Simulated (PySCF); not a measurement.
**[Pb(OH)3]−: from a saddle point downhill**

PySCF 2.14.0, RKS PBE0, Pb def2-SVP with ECP60, O def2-SVP, H def2-SVP; non-relativistic Hamiltonian with scalar-relativistic core potentials where named; density fitting; no spin-orbit coupling. Relaxed within the symmetry of its start, the geometry (C3v) is

```xyz
7

Pb    0.0000    0.0000   -0.2382
O     1.8634    0.0000    0.9162
H     1.6134    0.0000    1.8480
O    -0.9317    1.6138    0.9162
H    -0.8067    1.3972    1.8480
O    -0.9317   -1.6138    0.9162
H    -0.8067   -1.3972    1.8480
```

and its lowest harmonic modes are -309, -51, -51, 158, 226, 226 cm⁻¹ (negative: unstable). It was moved along the lowest mode and relaxed again, within the group C3 that the move left.

**Question.** Where does it end, and how much lower?

**Answer.** In C3, 0.162 eV lower, after 12 steps:
```xyz
7

Pb    0.0000    0.0000   -0.2381
O     1.7433   -0.2240    1.0692
H     1.5003    0.4742    1.6949
O    -0.6777    1.6217    1.0692
H    -1.1608    1.0622    1.6949
O    -1.0656   -1.3977    1.0692
H    -0.3395   -1.5364    1.6949
```

**Question.** How do the contacts change?

**Answer.** 
| contact | saddle (Å) | end (Å) |
| --- | --- | --- |
| Pb1–O2 (OH) | 2.192 | 2.191 |
| Pb1–O4 (OH) | 2.192 | 2.191 |
| Pb1–O6 (OH) | 2.192 | 2.191 |


**Question.** Is the end a minimum?

**Answer.** Yes; lowest modes 113, 113, 137, 399, 399, 453 cm⁻¹.

State: singlet.
